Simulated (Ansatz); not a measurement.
Species: C3H6N, net charge 0, doublet state. It need not be the lowest isomer of its formula. 
Structure (B3LYP-D3(BJ)/def2-TZVP (Ansatz, a program for electronic structure) minimum search):
SMILES: [CH]1CC1N
```xyz
10

C     -0.8679    -0.8354     0.1312
C     -1.0469     0.5554    -0.2787
C      0.2240     0.0926     0.4377
N      1.4240     0.0195    -0.3611
H     -1.4529    -1.5086     0.7375
H     -1.7632     1.1831     0.2435
H     -0.9110     0.8001    -1.3276
H      0.3294     0.3940     1.4819
H      1.9653     0.8723    -0.2834
H      2.0089    -0.7532    -0.0659
```
Charge 0, spin multiplicity 2.

Parts of the frozen-core correlation energy in 6-31G (Ansatz, hartree). Frozen orbitals: 4; correlated occupied orbitals by spin: 12 and 11; virtual: 32 and 33. Open shells are spin-unrestricted. No spin-orbit coupling. Non-relativistic.

| term | value |
|---|---|
| reference (HF) | -171.35922 |
| MP2 opposite-spin | ? |
| MP2 same-spin | -0.08069 |
| CCSD correlation | ? |
| (T) | ? |
| T1 diagnostic | 0.009 |
| largest doubles amplitude | 0.027 |
| <S^2> of the reference | 0.762 |

### Question
Complete the blanks.

### Answer

- MP2 opposite-spin, value: -0.27354
- CCSD correlation, value: -0.39548
- (T), value: -0.00936
